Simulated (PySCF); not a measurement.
Symmetry of computed structures. The calculation used PBE0/pcSseg-1 in PySCF (dipole) on a GFN2-xTB geometry, gas phase. The symmetry is that of the one conformer found, every atom within 0.08 Å of its image; none is proved a minimum here.

(1) `[F:1][C:2]([F:3])([F:4])[c:5]1[o:6][c:7]2[cH:8][cH:9][cH:10][cH:11][c:12]2[p:13]1`: symmetry, top, dipole?

(2) Point group, rotor type and polarity of `[CH3:1][c:2]1[cH:3][c:4]([S:5](=[O:6])(=[O:7])[Cl:8])[s:9][c:10]1[CH3:11]` with C3–C4–S5–O6 157°?

(3) Point group, rotor type and polarity of `[CH3:1][O:2][c:3]1[cH:4][cH:5][c:6]([C:7](=[O:8])[F:9])[o:10]1` with C1–O2–C3–C4 180°, C5–C6–C7–O8 0°, H–C1–O2–C3 61° (nearest H)?

Results:

(1) Cs; near-prolate asymmetric top; symmetry number 1; 2 operations, which sort the 17 atoms into 16 sets; dipole 3.75 D, in the ab plane, which is the mirror; heavy atoms equivalent by symmetry: F1/F4.

(2) C1; near-prolate asymmetric top; symmetry number 1; this conformer is chiral (no improper operation); dipole 6.56 D; A, B, C = 1457, 466.1, 427.0 MHz.

(3) Cs; asymmetric top; symmetry number 1; 2 operations, which sort the 15 atoms into 14 sets; dipole 4.84 D, in the ab plane, which is the mirror; A, B, C = 2823, 895.8, 682.9 MHz.
